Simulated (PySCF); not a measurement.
Computed properties of C3H5F3, SMILES C[C@@H](F)C(F)F

C3H5F3, SMILES C[C@@H](F)C(F)F. Geometry: B3LYP-D3(BJ)/def2-SVP. The structure was generated by enumeration; whether it is a known compound was not checked. Other conformers were not sampled. All values are computed for the isolated molecule unless a solvent is named; none is compared with measurement here.

**Structure.** All 27 harmonic modes at B3LYP-D3(BJ)/def2-SVP (PySCF) are real, so it is a minimum. With heavy atoms numbered as in [CH3:1][C@@H:2]([F:3])[CH:4]([F:5])[F:6], the shortest bond between them is C4–F5 at 1.355 Å and the longest C2–C4 at 1.522 Å.

**Vibrations.** The strongest infrared lines (harmonic, unscaled, degenerate partners summed) lie at 1160 cm⁻¹ (104 km/mol, C 57 %, F 24 %, H 20 %), 1212 cm⁻¹ (98 km/mol, C 44 %, H 38 %, F 18 %), 1126 cm⁻¹ (86 km/mol, C 62 %, H 21 %, F 17 %). The softest mode is at 83 cm⁻¹ and the zero-point energy is 51.1 kcal/mol.

**Electronic structure.** PBE0/def2-TZVP (PySCF) places the frontier levels at -9.43 and 1.00 eV, a gap of 10.43 eV, and gives a dipole moment of 3.27 D and a mean polarisability of 39.1 bohr³. PBE/def2-TZVP (PySCF) at the same geometry gives -7.70 and 0.16 eV, so its gap is 2.57 eV narrower. An orbital gap is neither the optical nor the fundamental gap.

**Excitations.** TDA-PBE0/def2-SVPD (PySCF) has S1 at 8.78 eV (141 nm, f = 0.023, weak); the most intense of the 10 singlets computed lies at 10.41 eV (f = 0.05). T1 (TDA) is at 8.41 eV, 0.37 eV under S1. TDA-PBE/def2-SVPD (PySCF) puts S1 at 7.66 eV. No vertical singlet excitation falls in the visible range (under 3.1 eV).

**NMR.** GIAO shifts at PBE0/pcSseg-1 (PySCF) (non-relativistic, atoms alike by connectivity averaged): ¹³C from 18.7 to 121.7 ppm against TMS; ¹H from 1.7 to 5.8 ppm against TMS; ¹⁹F from -233.4 to -158.1 ppm against CFCl3.

**Solvation.** SMD-M06-2X/def2-SVP (PySCF) gives -2.9 kcal/mol in water, -5.4 kcal/mol in 1-octanol, -6.1 kcal/mol in dichloromethane (1 M in both phases, gas-phase geometry); of these solvents dichloromethane holds the molecule best.
